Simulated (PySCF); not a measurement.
C6H9P.
Structure used (PBE0-D3(BJ)/def2-SVP), in Å, numbered top down from 1:
```
atom  x, y, z in Å
C1     3.9535   -1.3922    0.1137
C2     2.7481   -0.6287   -0.1526
C3     1.7387    0.0189   -0.3642
P4     0.2589    0.8695   -0.8319
C5    -0.8817    0.3896    0.5203
C6    -1.7974   -0.7795    0.2805
C7    -2.3552    0.6057    0.2929
H8     4.2866   -1.9444   -0.7794
H9     4.7765   -0.7324    0.4302
H10    3.7844   -2.1244    0.9192
H11    0.6261    2.1596   -0.3374
H12   -0.5115    0.5221    1.5417
H13   -2.0043   -1.4366    1.1291
H14   -1.7264   -1.2954   -0.6819
H15   -2.9545    0.9250    1.1494
H16   -2.6684    1.0397   -0.6618
```

Linear response at CAM-B3LYP/def2-SVPD (PySCF, frozen core in the response, non-relativistic). The structure is a single PBE0-D3(BJ)/def2-SVP conformer in the gas phase; no vibrational or solvent corrections.

Static isotropic polarisability: 97.81 au (14.49 Å³), principal values 73.4, 85.0, 135.1 au.

Question: What is the polarisability at 1064 nm and at the sodium D line?

Answer: 98.87 au at 1064 nm (+1.1 %), 101.39 au at 589.3 nm (+3.7 %). The rise at 589.3 nm is 3.39 times that at 1064 nm; a pure ω² law gives 3.26. The lowest singlet lies at 233 nm, shorter than both wavelengths.

Question: What is the isotropic C6 coefficient between two such molecules, C6 = (3/π)∫α(iω)² dω?

Answer: 3492 au (Eh·bohr⁶) by a ten-point quadrature over imaginary frequencies, which is 2090 eV·Å⁶ or 201 J·nm⁶/mol.

Question: Which effective excitation energy ω̄ makes London's formula C6 = (3/4)α²ω̄ exact here?

Answer: ω̄ = 4·C6/(3α²) = 0.487 Eh = 13.2 eV. A one-pole form α(ω) = α/(1 − ω²/ω̄²) fitted to the 1064 nm value gives 11.3 eV. London's choice of the ionisation energy (8.52 eV, ΔSCF at the same level) gives C6 = 2250 au, 36 % too low.

Question: How anisotropic is the static polarisability, by Δα² = ½[(α1 − α2)² + (α2 − α3)² + (α3 − α1)²]?

Answer: Δα = 56.7 au, or 0.58 of the isotropic value.

Question: What three-body coefficient follows from the one-pole estimate C9 = (3/4)·α·C6?

Answer: 256000 au. This is an estimate from the two numbers above, not a computed integral.

Question: How many electrons N does the Slater–Kirkwood formula C6 = (3/4)·√N·α^(3/2) need to give this C6?

Answer: N = (4·C6/3)²/α³ = 23.2; the species has 60 electrons in all.

Question: The lowest 10 singlets have (eV, f): 5.31, 0.015; 6.00, 0.030; 6.33, 0.005; 6.45, 0.014; 6.83, 0.106; 7.06, 0.127; 7.17, 0.009; 7.30, 0.022; 7.45, 0.060; 7.59, 0.363. What share of the static polarisability do they carry in the sum over states α = Σ f/ω²?

Answer: 10.81 au, 11.1 % of α; the largest term, 4.67 au, is that of the state at 7.59 eV. Their oscillator strengths add up to 0.75. Higher states carry the rest.

Question: What n − 1 at the D line would an ideal gas of it have at 273.15 K and 1 atm (2.6868 × 10¹⁹ cm⁻³), by n − 1 = 2π·N·α′?

Answer: 25.36 × 10⁻⁴, a formal value whether or not that pressure can be reached.
